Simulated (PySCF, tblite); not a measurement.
Compound: C5H14FNSi2.
Cartesian coordinates in Å at the GFN2-xTB level; atoms count from 1:
```xyz
23
C5H14FNSi2 angstrom
N     -3.146    0.471    1.539
C     -2.784   -0.257    0.339
C     -1.285   -0.554    0.164
Si    -0.984   -1.579   -1.416
Si    -0.245    1.046    0.253
C      1.484    0.710   -0.398
C      2.565    0.587    0.358
C      3.940    0.322   -0.165
F      4.598   -0.588    0.632
H     -2.761    1.408    1.518
H     -2.772    0.002    2.357
H     -3.146    0.322   -0.514
H     -3.343   -1.199    0.362
H     -0.977   -1.183    1.009
H      0.405   -2.040   -1.444
H     -1.261   -0.759   -2.598
H     -1.878   -2.740   -1.415
H     -0.131    1.534    1.638
H     -0.865    2.093   -0.573
H      1.599    0.604   -1.470
H      2.508    0.682    1.433
H      3.924   -0.093   -1.179
H      4.548    1.237   -0.148
```

Method: PBE0/pcSseg-1 in PySCF (dipole) on a GFN2-xTB geometry, gas phase.

Take the most abundant isotopes and a rigid rotor. The values belong to one conformer with, in the numbering `[NH2:1][CH2:2][C@@H:3]([SiH3:4])[SiH2:5]/[CH:6]=[CH:7]/[CH2:8][F:9]`, H–N1–C2–C3 66° and -53°, N1–C2–C3–Si4 178°, C2–C3–Si5–C6 -165°, C3–Si5–C6–C7 -105°, C6–C7–C8–F9 -139°.

**Question.** Give the principal moments of inertia and the rotational constants in GHz.

**Answer.** Ia = 282.85, Ib = 1108.71, Ic = 1270.09 u·Å²; 505379 MHz·u·Å²/I gives 1787, 455.8 and 397.9 MHz, that is A = 1.7868, B = 0.4558, C = 0.3979 GHz.

**Question.** What kind of rotor is it?

**Answer.** A near-prolate asymmetric top: κ = (2 × 455.8 − 1787 − 397.9)/(1787 − 397.9) = -0.92.

**Question.** Is it planar, by Δ = Ic − Ia − Ib?

**Answer.** Not planar: Δ = Ic − Ia − Ib = -121.46 u·Å². For a rigid frame Δ = −2 Σ m c², so Σ m c² = 60.73 u·Å² lies off the ab plane: 16.66 from hydrogen and 44.07 from heavier atoms. The atom farthest from that plane is 1.92 Å away.

**Question.** Give the other two planar moments, Paa and Pbb, and the rms extents of the mass along the axes.

**Answer.** Paa = Σ m a² = (Ib + Ic − Ia)/2 = 1047.98 and Pbb = Σ m b² = (Ia + Ic − Ib)/2 = 222.11 u·Å². With the mass M = 163.06 u, the rms extents √(P/M) along a, b and c are 2.54, 1.17, 0.61 Å.

**Question.** Where do the levels up to J = 5 lie, in MHz?

**Answer.** Above 0(0,0):
J = 1: 1(0,1) 854, 1(1,1) 2185, 1(1,0) 2243
J = 2: 2(0,2) 2559, 2(1,2) 3834, 2(1,1) 4008, 2(2,1) 8001, 2(2,0) 8003
J = 3: 3(0,3) 5113, 3(1,3) 6307, 3(1,2) 6655, 3(2,2) 10562, 3(2,1) 10571, 3(3,1) 17363, 3(3,0) 17363
J = 4: 4(0,4) 8510, 4(1,4) 9603, 4(1,3) 10182, 4(2,3) 13975, 4(2,2) 14003, 4(3,2) 20781, 4(3,1) 20781, 4(4,1) 30297, 4(4,0) 30297
J = 5: 5(0,5) 12742, 5(1,5) 13719, 5(1,4) 14587, 5(2,4) 18240, 5(2,3) 18304, 5(3,3) 25056, 5(3,2) 25057, 5(4,2) 34570, 5(4,1) 34570, 5(5,1) 46805, 5(5,0) 46805
The levels of one J sum to (2J + 1)J(J + 1)(A + B + C)/3.

**Question.** Which types of transition are allowed, and where do some lines up to J = 3 fall?

**Answer.** The dipole components are |μa| = 0.43 D, |μb| = 0.24 D, |μc| = 0.91 D. Intensities carry the squares of the components, which stand as 0.22 : 0.07 : 1.00 (a : b : c). Some lines, for components of 0.1 D or more:

| type | branch | J(Ka,Kc) | MHz | lower level (cm⁻¹) |
| --- | --- | --- | --- | --- |
| a | Q | 3(1,2) ← 3(1,3) | 347 | 0.210 |
| b | R | 2(0,2) ← 1(1,1) | 375 | 0.073 |
| a | R | 1(0,1) ← 0(0,0) | 854 | 0.000 |
| c | Q | 3(1,3) ← 3(0,3) | 1194 | 0.171 |
| b | R | 3(0,3) ← 2(1,2) | 1279 | 0.128 |
| c | Q | 1(1,1) ← 1(0,1) | 1331 | 0.028 |
| b | Q | 1(1,0) ← 1(0,1) | 1389 | 0.028 |
| b | Q | 2(1,1) ← 2(0,2) | 1449 | 0.085 |
| b | Q | 3(1,2) ← 3(0,3) | 1542 | 0.171 |
| a | R | 2(1,2) ← 1(1,1) | 1650 | 0.073 |
| a | R | 2(0,2) ← 1(0,1) | 1706 | 0.028 |
| c | R | 1(1,0) ← 0(0,0) | 2243 | 0.000 |
| a | R | 3(0,3) ← 2(0,2) | 2554 | 0.085 |
| a | R | 3(2,2) ← 2(2,1) | 2561 | 0.267 |
| a | R | 3(2,1) ← 2(2,0) | 2569 | 0.267 |
| a | R | 3(1,2) ← 2(1,1) | 2647 | 0.134 |
| b | R | 3(1,3) ← 2(0,2) | 3748 | 0.085 |
| c | Q | 3(2,2) ← 3(1,2) | 3907 | 0.222 |
| b | Q | 3(2,1) ← 3(1,2) | 3916 | 0.222 |
| c | Q | 2(2,1) ← 2(1,1) | 3993 | 0.134 |
| b | Q | 2(2,0) ← 2(1,1) | 3995 | 0.134 |
| b | Q | 2(2,1) ← 2(1,2) | 4167 | 0.128 |
| b | R | 2(2,1) ← 1(1,0) | 5758 | 0.075 |
| b | R | 2(2,0) ← 1(1,1) | 5818 | 0.073 |
| c | R | 3(2,2) ← 2(1,2) | 6728 | 0.128 |
| b | R | 3(3,1) ← 2(2,0) | 9360 | 0.267 |
| b | R | 3(3,0) ← 2(2,1) | 9362 | 0.267 |

**Question.** Estimate the classical rotational partition function at 25 K, 298.15 K and 500 K.

**Answer.** Point group C1, symmetry number σ = 1; q = (√π/σ)·√((kT/h)³/(ABC)), k/h = 20836.6 MHz/K: 37000 at 25 K, 1520000 at 298.15 K, 3310000 at 500 K.

Its GFN2-xTB frequencies are all real (lowest 20 cm⁻¹). These are rigid-rotor constants of the computed structure; measured ground-state constants (B0) also hold zero-point vibration. A rigid rotor knows nothing of inversion at nitrogen or internal rotation, which can split or shift real lines. Quadrupole hyperfine structure (14N) is left out.
